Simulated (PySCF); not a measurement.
B3LYP has the VWN-RPA correlation part, as in Gaussian. Excitations are Tamm–Dancoff values on a coarser integration grid. The basis has no diffuse functions, so Rydberg states are missing or too high.

Cartesian coordinates (Å):
SMILES: CO[SiH2]C[SiH2]C[SiH2]CC#N
```xyz
25

C      4.8561     1.4244    -0.8981
O      3.5210     1.1220    -0.5680
Si     3.0067    -0.3477     0.0334
C      1.1592    -0.2244     0.2966
Si     0.3035    -1.7524     0.9940
C     -1.5591    -1.4698     1.1694
Si    -2.5370    -2.9066     1.8866
C     -4.3945    -2.4322     1.9506
C     -5.2256    -3.4908     2.4995
N     -5.8493    -4.3622     2.9431
H      5.5281     1.3439    -0.0223
H      4.9040     2.4602    -1.2694
H      5.2483     0.7587    -1.6907
H      3.7041    -0.6483     1.3220
H      3.3282    -1.4408    -0.9355
H      0.6936     0.0287    -0.6723
H      0.9675     0.6262     0.9745
H      0.5333    -2.9207     0.0928
H      0.8738    -2.0868     2.3329
H     -1.7154    -0.5809     1.8064
H     -1.9654    -1.2245     0.1718
H     -2.3990    -4.1228     1.0388
H     -2.0895    -3.2158     3.2725
H     -4.7350    -2.1866     0.9305
H     -4.5086    -1.5196     2.5596
```
Charge 0, multiplicity 1.

Q: Predict the S1–T1 gap (TDA), total energy and HOMO–LUMO gap from B3LYP-D3(BJ)/def2-TZVP // B3LYP-D3(BJ)/def2-SVP run with PySCF.

A: 
```yaml
S1–T1 gap (TDA): 0.63 eV
total_energy: -1198.3354 Ha
HOMO–LUMO gap: 7.67 eV
```
